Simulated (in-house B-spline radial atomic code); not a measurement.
## Ionising Cs⁸⁺ with different functionals

Computed with a B-spline radial code for spherical atoms: scalar-relativistic (spin-free X2C) Hamiltonian, Fermi nucleus of rms radius 4.8041 fm, spin-polarised at highest spin, spherical fractional occupations for the functionals, and exact exchange of hybrids averaged over the configuration. The ionisation energy is the difference of two self-consistent energies, [Kr] 4d10 5s1 → [Kr] 4d10, without Breit or QED terms; ε is the level of the shell that loses the electron (its least bound occupied spin orbital). There is no spin-orbit coupling in this Hamiltonian.

```
   method                    rung  ΔSCF (eV)  -ε(5s) (eV)
     PBE0           global hybrid     126.18       121.01
    B3LYP           global hybrid     126.81       121.15
    TPSSh           global hybrid     125.87       119.84
BHandHLYP           global hybrid     126.07       122.48
  r2SCAN0           global hybrid     125.51       121.03
    B97-1           global hybrid     125.91       120.43
    HSE06  range-separated hybrid     126.23       120.69
    wB97X  range-separated hybrid     125.08       123.31
CAM-B3LYP  range-separated hybrid     126.78       122.98
  LC-wPBE  range-separated hybrid     126.37       124.29
```

Problem. Among the functionals, which spreads more, the ΔSCF values or the orbital energies?

Solution. The orbital energies: ΔSCF values span about 1.73 eV and the orbital energies 4.45 eV.

Problem. How do they compare with the NIST value?

Solution. NIST lists 125.61 eV ± 0.09 (semi-empirical, ground level to ground level). Errors run from -0.53 to +1.20 eV; r2SCAN0 is closest (-0.10 eV), but part of that can be cancellation, since the calculations leave out Breit-QED terms.
